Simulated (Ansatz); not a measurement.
Stepwise reaction of `[SiH3][O][GeH2][O][SiH3]` with hydrogen, as a gas-phase model of exchange steps in deposition or etching. ΔE in kJ/mol; ΔG adds harmonic PBE0-D4 terms to CCSD(T)/CBS, at 1 bar.

Computed with Ansatz on PBE0-D4/def2-TZVP structures; ΔE is electronic, products minus reactants. CCSD(T)/CBS is the MP2 limit (def2-TZVPP, def2-QZVPP) plus CCSD(T) − MP2 in def2-TZVPP, frozen cores. This one scheme is used for every species. DFT in def2-TZVPP. B3LYP here is the variant with VWN-RPA as its local correlation; programs differ in this. For Ge outer-core shells are correlated without core-valence functions, which leaves a few kJ/mol of doubt a bond. Scalar relativity is left out up to krypton. Each species was taken in one conformer, which may not be the lowest.

| step | reaction | PBE-D4 | B3LYP-D4 | ωB97M-V | CCSD(T)/CBS | ΔG(600 K) |
| --- | --- | --- | --- | --- | --- | --- |
| 1 | `[SiH3][O][GeH2][O][SiH3]` + H₂ → `[SiH3][O][GeH3]` + `O[SiH3]` | 34.6 | 41.9 | 38.2 | 42.1 | 27.0 |
| 2 | `[SiH3][O][GeH3]` + H₂ → GeH₄ + `O[SiH3]` | 8.4 | 15.8 | 12.8 | 15.8 | 27.4 |

Problem. By hand: ΔE of the 2 steps together at CCSD(T)/CBS.

Solution. (42.1) + (15.8) = 57.9 kJ/mol, or 29.0 kJ/mol a step.

In ΔE each step is lower than the one before. All are uphill at CCSD(T)/CBS. ΔG lies between 27.0 and 27.4 kJ/mol a step. PBE-D4 differs from CCSD(T)/CBS by -7.5 to -7.4 kJ/mol a step. Isolated molecules leave out the surface, adducts and barriers. Largest T1 diagnostic: 0.012.
